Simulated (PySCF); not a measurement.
Si, triplet.

The PySCF input:
```python
from pyscf import gto, scf, dft

mol = gto.Mole()
mol.atom = '''
    Si    0.000000    0.000000    0.000000
'''
mol.basis = 'pcseg-1'
mol.charge = 0
mol.spin = 2
mol.verbose = 5
mol.build()

mf = dft.UKS(mol)
mf.xc = 'bp86'
mf.kernel()
```

Question: What does this run give for the HOMO energy, total energy, <S^2>, number of basis functions, dipole moment?

Answer: 
```json
{
 "HOMO energy": "-4.66 eV",
 "total_energy": "-289.382219 Ha",
 "<S^2>": "2.002",
 "number_of_basis_functions": "18",
 "dipole_moment": "0.00 D"
}
```

These values belong to the state on which the SCF converged, which isn't shown to be the lowest.
